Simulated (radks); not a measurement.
Question: The mean radii <r> (bohr) of the occupied orbitals of an atom or ion are listed with their occupations. Calculated with a radial shooting solver on a logarithmic mesh with Libxc functionals: Dirac Kohn-Sham, relativistic LDA (MacDonald-Vosko exchange, VWN5 correlation), spin-unpolarised, spherical densities, finite nucleus; Fermi nuclear charge, rms radius of each element as measured or else 0.836 A^(1/3) + 0.57 fm.

orbital  occ.      <r>
1s1/2       2  0.03197
2s1/2       2   0.1374
2p1/2       2   0.1166
2p3/2       4   0.1214
3s1/2       2   0.3501
3p1/2       2   0.3366
3p3/2       4   0.3447
3d3/2       2   0.3057

Name the element and its charge. Open shells, if any, fill j = l - 1/2 first.

Answer: Z = 46, palladium, charge +26: Pd26+ in [Ar] 3d2. The 1s radius gives Z: for a bare nucleus <r> = (2 gamma + 1)/(2Z) with gamma = sqrt(1 - (Z/c)^2), 0.03135 bohr for Z = 46, and screening makes it slightly larger (0.03197 here). The occupations add up to 20, and the charge is Z minus that.
